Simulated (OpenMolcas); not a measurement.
d7 ions of charge +3 down a group on the Mg site of KMgF3

```yaml
Program: OpenMolcas
Method: CASSCF
Spin-orbit_coupling: RASSI with atomic mean-field integrals over the reference wave functions
```

The d shell is active. Each dopant is a cluster with its nearest anions in model potentials and point charges, with no relaxation and no local charge compensation. Distances were set from a Shannon-type radius of the metal (high-spin where two are listed) plus a fixed donor radius (F 1.31 Å), in hosts weighted 0.65 to 0.35 with the host's distance in the model lattice. Ligand basis ANO-RCC-VDZP, DKH2 Hamiltonian. States (labels of O, the rotations of Oh). Energies in cm-1 above the lowest state or level, χT in cm3 K/mol; under a threefold ground state the first gap can be a small split of the lowest multiplet, not the spin-orbit step; 10Dq and B are least-squares fits to the states below 45000 cm-1, weighted by degeneracy, with a free offset, and given where the rms deviation is under 5 % of |10Dq| (or 100 cm-1) and under 700 cm-1. Spin-only χT is S(S+1) / 2 for the spin of the ground state.

```
 Ion  Shell  R (Å)   Metal basis  Ground state  First state of that spin   10Dq  B (rms of fit)  First gap with spin-orbit (degeneracies)  χT at 300 K  First state of another spin  Spin-only χT
Ni3+    3d7  1.937  ANO-RCC-VTZP           4T1                  4T2 8197   9972      1303 (302)                              471.7 (2, 4)        3.413                     2E 14009         1.875
Pd3+    4d7  2.041  ANO-RCC-VTZP            2E                     16003  18492       819 (223)                               1549 (4, 2)        0.670                     4T1 2205         0.375
```

|10Dq| changes by a factor of 18492 / 9972 = 1.85 from Ni3+ to Pd3+.

B goes from 1303 cm-1 (Ni3+) to 819 cm-1 (Pd3+).

Below the highest spin of the shell: Pd3+. χT departs most from the spin-only value for Ni3+, by +1.538 cm3 K/mol.

Without dynamic correlation the repulsion within the d shell is too large (B by tens of per cent), so at a given field states of lower spin stand too high. Ligand-to-metal charge-transfer states are missing. With no ligand orbital active B as a rule stays too high, so bands that hang on it stand too high and its fall with covalency is understated. An orbital triplet at a regular site is open to Jahn-Teller coupling, which can distort the site and quench the lowest spin-orbit gaps and is left out (holds for Ni3+). This shell can be high or low spin here, a state of another spin lies low, and with metal d orbitals alone active their balance is uncertain, so the ground spin may be wrong (holds for Ni3+). With metal d orbitals alone and no dynamic correlation 10Dq can be off by a tenth to a fifth, either way, in oxide and fluoride hosts (holds for Ni3+). An orbital doublet at a regular site is open to a Jahn-Teller distortion, which this geometry leaves out (holds for Pd3+). This shell can be high or low spin here, a state of another spin lies low, and with metal d orbitals alone active their balance is uncertain, so the ground spin may be wrong, although the usual error favours high spin (holds for Pd3+). The least metal-like active orbital is 78 % on the metal (Löwdin) and no ligand orbital is active, so the numbers are rough (holds for Pd3+). With metal d orbitals alone the field can be off either way by tens of per cent (holds for Pd3+). No measured value stands beside these numbers; the geometry was set by hand and not optimised.
